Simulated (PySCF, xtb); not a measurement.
Bi(H)2(TeH) (BiH3Te), SMILES [TeH][BiH2].

GFN2-xTB (xtb 6.7.1) at its own geometry gives an orbital gap of 4.59 eV and a dipole moment of 4.29 D.

The structure is a stationary point at B3LYP-D3(BJ)/def2-TZVP. The def2 effective core potentials stand for the cores of Bi, Te; spin–orbit coupling is left out.

Problem. What does PySCF with PBE0/def2-TZVPD give? (An estimate is asked for; the answer gives what the named calculation found.)

Solution. gap 4.43 eV (levels -6.30 and -1.87 eV), dipole 1.87 D.
